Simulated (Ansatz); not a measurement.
Geometry optimisation, RKS B3LYP/6-31G (Ansatz 0.2.0).

input.yaml

```yaml
crystal:
  periodic: [false, false, false]
  atoms:
    - { symbol: B, position_ang: [-0.32499, 1.37394, -0.21925] }
    - { symbol: B, position_ang: [-0.12481, -0.23291, -0.33098] }
    - { symbol: C, position_ang: [0.48776, -1.12059, 0.63073] }
    - { symbol: Cl, position_ang: [-0.7543, -1.12431, -1.89543] }
    - { symbol: H, position_ang: [-0.82897, 2.08423, -1.03383] }
    - { symbol: H, position_ang: [0.04028, 1.97858, 0.74393] }
    - { symbol: H, position_ang: [0.89349, -0.76134, 1.57527] }
    - { symbol: H, position_ang: [0.61153, -2.1976, 0.52956] }
total_charge: -1
basis:
  gaussian: { orbitals: "6-31G" }
hamiltonian:
  xc: b3lyp
relax:
  f_tol: 0.02
  max_steps: 50
```

Launched with:

```bash
$ ansatz run input.yaml --threads 1 --pin off --max-ram 2048MiB --backend cpu --events-out ev --progress --plain --runs-dir out
```

Task: Where does it end, and by what steps?

Result: The run converged. Limits of this set-up: no polarisation functions, an anion without diffuse functions, the dipole of an ion depends on the origin. After 5 steps the energy has fallen by 0.103 eV; Cl4 moved furthest, 0.12 Å.

```
step  energy less start (eV)  largest force component (eV/Å)  accepted
   0                  0.0000                           1.166       yes
   1                 -0.0807                           0.546       yes
   2                 -0.0972                           0.317       yes
   3                 -0.1008                           0.188       yes
   4                 -0.1025                           0.047       yes
   5                 -0.1030                           0.005       yes
```

```xyz
8
Properties=species:S:1:pos:R:3
B -0.322 1.377 -0.211
B -0.122 -0.253 -0.330
C 0.497 -1.123 0.650
Cl -0.799 -1.159 -2.007
H -0.837 2.106 -1.031
H 0.069 1.963 0.783
H 0.887 -0.706 1.583
H 0.628 -2.205 0.563
```

Whether the end is a true minimum wasn't checked by a vibrational analysis.

The run took 15 s on 1 thread of Arm Neoverse V1, on a shared host, peak memory 0.12 GiB.
